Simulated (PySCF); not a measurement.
An equivalent PySCF input for Mn⁺ (manganese, charge +1), [Ar] 3d5 4s1, high-spin 7S determinant, with scalar relativity by spin-free X2C-1e:

```python
from pyscf import gto, scf, dft, mp, cc
import basis_set_exchange as bse
mol = gto.M(atom="Mn 0 0 0", charge=1, spin=6, symmetry="D2h",
            basis=gto.basis.parse(bse.get_basis("aug-cc-pVTZ-DK", elements=["Mn"], fmt="nwchem")),
            nucmod="G")
mf = dft.UKS(mol, xc="LDA,VWN").sfx2c1e()
mf.irrep_nelec = {'Ag': (6, 3), 'B1g': (1, 0), 'B2g': (1, 0), 'B3g': (1, 0), 'B1u': (2, 2), 'B2u': (2, 2), 'B3u': (2, 2)}
mf.kernel()
```

It reaches the same state as the run whose output follows, with an energy that differs only through the grid. The run itself started from symmetry-adapted Hartree-Fock orbitals and held the occupation by maximum overlap, on a logarithmic radial grid, so the iterations belong to that start.

```
SCF conv_tol = 1e-09
number electrons alpha = 15  beta = 9
XC functionals = LDA,VWN
    P. A. M. Dirac.,  Math. Proc. Cambridge Philos. Soc. 26, 376 (1930)
    F. Bloch.,  Z. Phys. 57, 545 (1929)
    S. H. Vosko, L. Wilk, and M. Nusair.,  Can. J. Phys. 58, 1200 (1980)
cycle= 1 E= -1155.8350657068  delta_E= -0.0169  |g|= 0.111  |ddm|= 1.74
cycle= 2 E= -1155.831634075  delta_E= 0.00343  |g|= 0.175  |ddm|= 0.646
cycle= 3 E= -1155.83795348839  delta_E= -0.00632  |g|= 0.0057  |ddm|= 0.473
cycle= 4 E= -1155.83796295427  delta_E= -9.47e-06  |g|= 0.00041  |ddm|= 0.00615
cycle= 5 E= -1155.8379629892  delta_E= -3.49e-08  |g|= 1.64e-05  |ddm|= 0.00108
cycle= 6 E= -1155.83796298926  delta_E= -5.68e-11  |g|= 1.74e-07  |ddm|= 6.31e-05
converged SCF energy = -1155.83796298926  <S^2> = 12.000201  2S+1 = 7.0000575
```
